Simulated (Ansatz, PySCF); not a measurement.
Torsion H3–S1–S2–H4 in H2S2 (SMILES SS); at each angle all else is relaxed with GFN2-xTB, and the levels are single points there.
Geometry at 100° (charge 0, multiplicity 1):
```xyz
4

S     -0.92800     0.54805     0.42539
S      0.92485     0.39837    -0.42924
H     -1.55262    -0.37142    -0.32233
H      0.84778     1.46998    -1.22947
```
Energies count from the point at 100°.

Correlated levels freeze the cores. CBS(a, b) extrapolates the correlation energy as X⁻³ and adds the Hartree–Fock energy of set b.

Run with Ansatz (Gaussian basis) for Hartree–Fock, density functionals and correlated methods; PySCF for the dispersion terms. Each number belongs to the level named beside it.

Energies in kJ/mol.

```
dihedral (°)  r2SCAN-D3(BJ)/def2-TZVPP  PBE0/def2-TZVPP  MP2/CBS(cc-pV(T+d)Z, cc-pV(Q+d)Z)  CCSD(T)/CBS(cc-pV(T+d)Z, cc-pV(Q+d)Z)
------------  ------------------------  ---------------  ---------------------------------  -------------------------------------
0                           (withheld)             35.2                               34.4                                   32.9
20                                31.0             30.7                               30.0                                   28.6
40                                20.0             19.7                               19.2                                   18.3
60                                 7.9              7.7                                7.7                                    7.3
80                                 0.2              0.2                                0.3                                    0.2
100                                0.0              0.0                                0.0                                    0.0
120                                6.6              6.5                                6.1                                    6.0
140                         (withheld)             15.7                               14.9                                   14.6
160                         (withheld)             23.2                               21.9                                   21.5
180                               26.2             25.9                               24.5                                   24.1
```

### Question
Fill in the missing entries.

### Answer

- 140, r2SCAN-D3(BJ)/def2-TZVPP: 15.9
- 0, r2SCAN-D3(BJ)/def2-TZVPP: 35.5
- 160, r2SCAN-D3(BJ)/def2-TZVPP: 23.4

Ansatz is a program for electronic structure.
